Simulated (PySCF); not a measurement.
## C₆ coefficients of unlike pairs at PBE0

Calculated with PySCF 2.14 from the dipole response of each species, C₆(A,B) = (3/π) ∫ α_A(iu) α_B(iu) du, in atomic units, from isotropic polarisabilities. For ions this is the dispersion term alone; charge-induced terms of lower order in 1/R come first.

```
species           configuration                                                                             basis      relativity  α (bohr³)  C₆ (like pair)
   Sb³⁺      [Kr] 4d10 5s2 (1S)  x2c-QZVPPall with one added diffuse shell each of s, p, d, f type (14s10p8d5f1g)   spin-free X2C      10.76           51.71
   Co²⁺           [Ar] 3d7 (4F)    x2c-TZVPPall with one added diffuse shell each of s, p, d, f type (7s6p5d3f1g)   spin-free X2C      3.500           9.896
     Ne               [Ne] (1S)                                                          aug-cc-pwCVTZ (7s6p4d2f)            none      2.482           6.024
    Sb⁺  [Kr] 4d10 5s2 5p2 (3P)                def2-TZVPPD with the def2 core potential (28 electrons) (7s5p4d2f)  core potential      25.19           207.6
```

Problem. Estimate C₆ for Sb⁺ with Sb³⁺.

Solution. The integral gives 102.0. The combination rule 2 C_A C_B / (C_A α_B/α_A + C_B α_A/α_B) gives 102.4 and the geometric mean 103.6.

No spin-orbit coupling is included.

The other pairs:

```json
{"pair": "Sb⁺, Co²⁺", "C₆": "41.39"}
{"pair": "Sb⁺, Ne", "C₆": "31.61"}
{"pair": "Ne, Co²⁺", "C₆": "7.700"}
{"pair": "Ne, Sb³⁺", "C₆": "16.89"}
{"pair": "Co²⁺, Sb³⁺", "C₆": "21.94"}
```
